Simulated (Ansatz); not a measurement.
Frontier orbitals of `CC(C)O[Si]Cl`.

Z-matrix (Å, degrees):
```
C
C 1 1.512
H 1 1.092 2 110.2
H 1 1.091 2 110.8 3 119.9
H 1 1.092 2 110.5 3 -119.9
C 2 1.513 1 113.0 3 61.1
O 2 1.431 1 108.0 3 -178.6
H 2 1.095 1 109.8 3 -61.1
H 6 1.093 2 110.4 1 60.5
H 6 1.092 2 110.7 1 -179.1
H 6 1.092 2 110.2 1 -59.4
Si 7 1.622 2 136.5 1 140.7
Cl 12 2.120 7 102.9 2 0.2
```

Total charge 0; spin multiplicity 1. All single points use the PBE0-D4/def2-TZVP geometry. It is one conformer, not always the lowest. Basis def2-TZVPP, Ansatz.

```json
{"functional": "PBE", "HOMO (eV)": "-6.22", "LUMO (eV)": "-2.57", "gap (eV)": "3.65"}
{"functional": "revPBE", "HOMO (eV)": "-6.17", "LUMO (eV)": "-2.51", "gap (eV)": "3.66"}
{"functional": "BLYP", "HOMO (eV)": "-6.08", "LUMO (eV)": "-2.42", "gap (eV)": "3.66"}
{"functional": "B97M-V", "HOMO (eV)": "-6.53", "LUMO (eV)": "-2.46", "gap (eV)": "4.07"}
{"functional": "PBE0", "HOMO (eV)": "-7.32", "LUMO (eV)": "-1.78", "gap (eV)": "5.54"}
{"functional": "B3LYP", "HOMO (eV)": "-7.13", "LUMO (eV)": "-1.95", "gap (eV)": "5.18"}
{"functional": "r2SCANh", "HOMO (eV)": "-6.83", "LUMO (eV)": "-2.19", "gap (eV)": "4.64"}
{"functional": "r2SCAN0", "HOMO (eV)": "-7.44", "LUMO (eV)": "-1.73", "gap (eV)": "5.71"}
{"functional": "LC-ωPBE", "HOMO (eV)": "-9.89", "LUMO (eV)": "0.38", "gap (eV)": "10.27"}
{"functional": "ωB97M-V", "HOMO (eV)": "-9.42", "LUMO (eV)": "0.21", "gap (eV)": "9.63"}
```

From PBE to PBE0 the HOMO moves by −1.10 eV and the LUMO by +0.79 eV, and with ωB97M-V by −3.20 and +2.78 eV, so the gap grows from 3.64 to 9.63 eV with exact exchange. A positive LUMO is unbound and depends on the basis.

B3LYP here is the variant with VWN-RPA as its local correlation; programs differ in this. LC-ωPBE has ω = 0.4 bohr⁻¹.
